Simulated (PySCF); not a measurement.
## Working out the ionisation energy of N⁺

N⁺ [He] 2s2 2p2 (3P) → N²⁺ [He] 2s2 2p1 (2P). Computed with PySCF 2.14 in aug-cc-pCVTZ-DK, with scalar relativity by spin-free X2C-1e. Frozen: nothing. Energies in hartree (1 hartree = 27.21139 eV):

| part | N⁺ (lower) | N²⁺ (upper) |
| --- | --- | --- |
| UHF | -53.920058 | -52.847546 |
| CCSD correlation | -0.144545 | -0.132912 |
| (T) | -0.001974 | -0.001507 |

What does Hartree-Fock give?

(-52.847546) − (-53.920058) = 1.072512 hartree = 29.185 eV.

What do CCSD and CCSD(T) give?

The CCSD correlation energies differ by 0.011633 hartree = 0.317 eV and the triples by 0.000467 hartree = 0.013 eV, so CCSD gives 29.502 eV and CCSD(T) 29.515 eV.

A first-order spin-orbit estimate adds -0.003 eV to CCSD(T) (valence and next inner shell), giving 29.512 eV against 29.601 eV (semi-empirical (NIST evaluation); NIST Atomic Spectra Database, ionization energies).

What remains against the reference includes basis incompleteness and higher excitations.
